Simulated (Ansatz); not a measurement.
Energy needed to pull apart CH$_{2}$Se (SMILES C=[Se]), singlet, into free ground-state atoms, from the structure below (displaced at random from a GFN2-xTB minimum); no zero-point or spin–orbit terms; open-shell atoms are treated unrestricted, in their ground-state multiplicity.

```
4
angstrom
C -0.1556 -0.0326 -0.0086
Se 1.4127 0.2138 0.7553
H -0.5827 -1.0232 0.0654
H -0.5914 0.5604 -0.6868
```

Program: Ansatz 0.2.0. Basis: def2-TZVPP. Cores are frozen in the correlated methods. Filled d shells of the heavier atoms are correlated. The def2 sets are not built for correlating such inner shells, so the correlated values are less sure here.

```
   method  atomization energy (eV)
   PBE-D4                    13.42
revPBE-D4                    13.06
r2SCAN-D4                    13.03
  PBE0-D4                        ?
  wB97X-V                    12.93
  wB97M-V                    12.92
       HF                     8.70
      MP2                        ?
     CCSD                    12.42
  CCSD(T)                    12.75
```

**Question.** What does PBE0-D4 give? (To be estimated.)

**Answer.** The calculation gives: 13.01 eV, which is about 0.25 eV more than CCSD(T)/def2-TZVPP.

**Question.** What does MP2 give? (Judge from chemistry; the value comes from the calculation.)

**Answer.** Computed: 12.90 eV, which is about 0.15 eV more than CCSD(T)/def2-TZVPP.

In triple zeta the MP2 and coupled-cluster atomization energies are still short of their basis limit by a few kcal/mol a bond, whereas those of the functionals are nearly converged, so these differences are not deviations from converged CCSD(T).

The T1 diagnostic stays at or below 0.016. The restricted Hartree–Fock reference is unstable towards an unrestricted one here. A large double-excitation amplitude points to some diradical character; no triplet was computed.

For scale, one of the runs: CCSD(T)/def2-TZVPP forces, 107 basis functions (an equivalent command: `ansatz run in.yaml --threads 4`). The run took about 14 s on 4 CPU threads (shared host).
